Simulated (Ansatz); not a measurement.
The cluster Si4S4 (the lowest singlet isomer of a short search) was relaxed with PBE-D4 (def2-SVP, def2-SVPD) in Ansatz in these states: charge -1 doublet, neutral singlet. The geometries follow in no particular order.

A:

```xyz
8

Si    2.014   -0.022    0.021
Si   -0.696   -1.849    0.394
Si   -0.673    1.283    1.400
Si   -0.646    0.588   -1.814
S    -2.086    0.022   -0.022
S     0.721    1.916   -0.408
S     0.669   -0.609    1.879
S     0.697   -1.329   -1.451
```

B:

| atom | x (Å) | y (Å) | z (Å) |
| --- | --- | --- | --- |
| Si1 | -1.367 | -1.305 | 0.813 |
| Si2 | -0.249 | -0.560 | -1.966 |
| Si3 | -0.294 | 1.994 | 0.417 |
| Si4 | 1.914 | -0.122 | 0.739 |
| S5 | 1.303 | 1.203 | -1.050 |
| S6 | 0.060 | 0.374 | 2.025 |
| S7 | -1.913 | 0.378 | -0.670 |
| S8 | 0.545 | -1.962 | -0.308 |

Judge from the bond lengths which geometry belongs to which state (an estimate).

A is the neutral singlet (Si3–S7 2.368 Å, Si2–S5 2.368 Å, Si4–S8 2.368 Å); B is the charge -1 doublet (Si3–S7 2.532 Å, Si2–S5 2.522 Å, Si4–S8 2.521 Å).

These are the stationary points nearest to one start from a short search; other shapes may lie lower in each state.
